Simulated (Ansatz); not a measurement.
Cost and result for the atomization energy of H₈OSi₄ (`O[Si]1([SiH3])[SiH2][SiH2]1`) (13 atoms, 13 bonds).

Cartesian coordinates in Å:
```
O -1.482 -1.539 -1.225
Si -0.477 -0.519 -0.402
Si 1.493 -1.574 0.236
Si 0.051 1.706 -0.795
Si -0.953 1.060 1.231
H -2.322 -1.183 -1.521
H 2.296 -0.549 0.957
H 2.266 -2.057 -0.938
H 1.236 -2.718 1.151
H -0.915 2.557 -1.540
H 1.452 2.153 -1.014
H -0.331 1.008 2.579
H -2.315 1.656 1.281
```

Total charge 0; spin multiplicity 1. All single points use the PBE0-D4/def2-TZVP geometry. It is one conformer, not always the lowest. Program: Ansatz. All runs use 4 threads of an Intel Xeon Platinum 8175M on a shared host. Times are those of one run each, without the atoms' runs, and a repeat can differ threefold. Electronic energies, without spin–orbit coupling; frozen cores. CCSD(T)/CBS adds CCSD(T) − MP2 in def2-TZVPP to the MP2 limit, and its time is that of the two runs behind it. T1 = 0.015. B3LYP takes the VWN-RPA correlation (the form of Gaussian; ORCA's B3LYP/G).

CCSD(T)/CBS is a level of theory with its own doubt, some kJ/mol a heavy atom from the limit and from the frozen cores, so smaller differences don't rank the functionals.

| level | functions | wall time | atomization (kJ/mol) | difference from CCSD(T)/CBS | per bond |
| --- | --- | --- | --- | --- | --- |
| PBE-D4/def2-TZVPP (with forces) | 311 | 4.1 s | 3963.6 | -13.3 | -1.0 |
| PBE0-D4/def2-TZVPP | 311 | 5.5 s | 3932.2 | -44.7 | -3.4 |
| r2SCAN-D4/def2-TZVPP (with forces) | 311 | 6.5 s | 3984.5 | 7.6 | 0.6 |
| B3LYP-D4/def2-TZVPP (with forces) | 311 | 8.5 s | 3948.7 | -28.2 | -2.2 |
| B2PLYP/def2-TZVPP | 311 | 9 s | 3886.9 | -90.0 | -6.9 |
| ωB97X-V/def2-TZVPP | 311 | 12 s | 4008.6 | 31.7 | 2.4 |
| ωB97M-V/def2-TZVPP (with forces) | 311 | 18 s | 3960.4 | -16.5 | -1.3 |
| MP2/def2-QZVPP | 577 | 36 s | 3923.6 | -53.3 | -4.1 |
| CCSD(T)/def2-TZVPP | 311 | 8 min | 3855.5 | -121.4 | -9.3 |
| CCSD(T)/CBS(def2) | – | 8.6 min | 3976.9 | 0.0 | 0.0 |

From PBE to PBE0 (25 % exact exchange), in def2-TZVPP and without D4, the atomization energy moves by −26.5 kJ/mol: exact exchange takes away binding that semilocal exchange gives to molecules. The D4 term adds +60.9 kJ/mol with B3LYP and +32.5 kJ/mol with PBE0; it sums over pairs of atoms, weighted by their polarisabilities, and B3LYP, whose exchange is more repulsive, gets the larger term. In def2-TZVPP, CCSD(T) changes the Hartree–Fock value by +965.4 kJ/mol (the triples alone add +54.3 kJ/mol) and MP2 by +961.4 kJ/mol; breaking electron pairs costs correlation energy, which Hartree–Fock lacks.
